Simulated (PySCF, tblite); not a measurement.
Isomers of C6H16OSi2, one GFN2-xTB conformer each. Single-point energies are computed at PBE0/pcSseg-1 (PySCF, gas phase, no added dispersion term), electronic only.

```tsv
SMILES	GFN2-xTB relative energy (kJ/mol)
CC[C@H]1C[C@H]([SiH2]O[SiH3])C1	0.0
C[C@@H]([SiH3])[C@](C)(C=O)C[SiH3]	324.1
C[Si]1(C)C[C@H](C[SiH3])CO1	187.9
```

Conformers: `[CH3:1][CH2:2][C@H:3]1[CH2:4][C@H:5]([SiH2:6][O:7][SiH3:8])[CH2:9]1` with C1–C2–C3–C4 -175°, C4–C5–Si6–O7 -170°, C2–C3–C4–C5 134°, C3–C4–C5–Si6 103°, C4–C5–C9–C3 14°, C2–C3–C9–C5 -134°; `[CH3:1][C@@H:2]([SiH3:3])[C@:4]([CH3:5])([CH:6]=[O:7])[CH2:8][SiH3:9]` with C1–C2–C4–C5 -54°, C2–C4–C6–O7 21°, C2–C4–C8–Si9 56°; `[CH3:1][Si:2]1([CH3:3])[CH2:4][C@H:5]([CH2:6][SiH3:7])[CH2:8][O:9]1` with C4–C5–C6–Si7 177°, C1–Si2–C4–C5 95°, Si2–C4–C5–C6 158°, C4–C5–C8–O9 -40°, C5–C8–O9–Si2 26°.

What does PBE0/pcSseg-1 give for the same structures?

```csv
SMILES,PBE0/pcSseg-1 E (Eh),PBE0/pcSseg-1 (kJ/mol),GFN2-xTB (kJ/mol),point group
C[Si]1(C)C[C@H](C[SiH3])CO1,-891.86290,0.0,187.9,C1
CC[C@H]1C[C@H]([SiH2]O[SiH3])C1,-891.84735,40.8,0.0,C1
C[C@@H]([SiH3])[C@](C)(C=O)C[SiH3],-891.77288,236.3,324.1,C1
```

GFN2-xTB puts CC[C@H]1C[C@H]([SiH2]O[SiH3])C1 lowest instead; measured from each level's own lowest isomer, the values differ by up to 187.9 kJ/mol (C[Si]1(C)C[C@H](C[SiH3])CO1: 187.9 against 0.0). As drawn, the lowest has an Si–O bond, which the highest lacks; the highest has a C=O bond and a quaternary carbon, which the lowest lacks.

Which frontier levels, dipoles and rotational constants go with these structures?

| SMILES | HOMO (eV, PBE0/pcSseg-1) | LUMO (eV) | dipole (D) | A, B, C (MHz) |
| --- | --- | --- | --- | --- |
| C[Si]1(C)C[C@H](C[SiH3])CO1 | -7.55 | 0.85 | 1.58 | 2683, 521.3, 519.8 |
| CC[C@H]1C[C@H]([SiH2]O[SiH3])C1 | -7.64 | 0.31 | 1.00 | 2342, 476.0, 422.7 |
| C[C@@H]([SiH3])[C@](C)(C=O)C[SiH3] | -7.61 | -1.11 | 3.49 | 1478, 828.4, 773.5 |

What happens when harmonic zero-point energies from GFN2-xTB frequencies are added?

| SMILES | ZPE (kJ/mol) | electronic (kJ/mol) | with ZPE (kJ/mol) |
| --- | --- | --- | --- |
| C[Si]1(C)C[C@H](C[SiH3])CO1 | 533.3 | 0.0 | 0.0 |
| CC[C@H]1C[C@H]([SiH2]O[SiH3])C1 | 526.1 | 40.8 | 33.6 |
| C[C@@H]([SiH3])[C@](C)(C=O)C[SiH3] | 514.0 | 236.3 | 217.0 |

The zero-point energies span 19.3 kJ/mol. The order is unchanged.
